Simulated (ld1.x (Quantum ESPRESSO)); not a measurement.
# cerium (Ce): TM semilocal pseudisation with PBE, scalar-relativistic reference atom.

* Element: cerium
* Generator: ld1.x (Quantum ESPRESSO) 7.5
* Type: norm-conserving Troullier–Martins (semilocal form)
* Functional: PBE
* Relativity: scalar-relativistic
* Frozen core: [Kr] 4d10 5s2
* Valence charge: 10
* Reference configuration: 4f1 5p6 5d1 6s1.5 6p0 (charge +0.5)
* Partial waves: 5p (bound): rc 1.55 bohr; 5d (bound): rc 3.05 bohr; 4f (bound): rc 0.95 bohr; 6s (bound): rc 3.05 bohr
* Local potential: the s channel
* Core correction: a·sin(br)/r model core, default radius (core density twice the valence density)

All-electron outer shells of the reference configuration (PBE, scalar-relativistic, ld1.x):

| shell | level (eV) | outermost node (bohr) | outermost maximum (bohr) |
| --- | --- | --- | --- |
| 4d | -113.31 | 0.31 | 0.66 |
| 5s | -43.41 | 0.75 | 1.37 |
| 5p | -26.04 | 0.81 | 1.55 |
| 4f | -8.20 | – | 0.71 |
| 6s | -6.05 | 1.81 | 3.63 |
| 5d | -5.70 | 0.92 | 2.15 |
| 6p | -3.33 | 2.14 | 4.60 |

Q: Estimate the cutoffs (Ry, on a coarse ladder) from which the occupation-weighted sum of valence levels, in a spherical-Bessel basis at the reference potential, stays within 10 and 1 mRy of its value at 400 Ry.

A: 260 Ry and over 300 Ry.

Q: Which valence shell sets the plane-wave cutoff?

A: 4f: its level needs over 300 Ry to come within 1 mRy, against 50 Ry for 5p.

Q: Tests: 4f1 5p6 5d1 6s2 6p0; 4f1 5p6 5d1 6s1 6p0; 4f1 5p6 5d1 6s0 6p0; 4f2 5p6 5d0 6s1 6p0; 4f1 5p6 5d2 6s1 6p0; 4f1 5p5 5d1 6s2 6p0; 4f2 5p6 5d0 6s2 6p0. Which has the largest error in its energy relative to the reference configuration, and how large is it?

A: 4f2 5p6 5d0 6s1 6p0, with -468 meV (all-electron minus pseudo) on +2.88 eV.
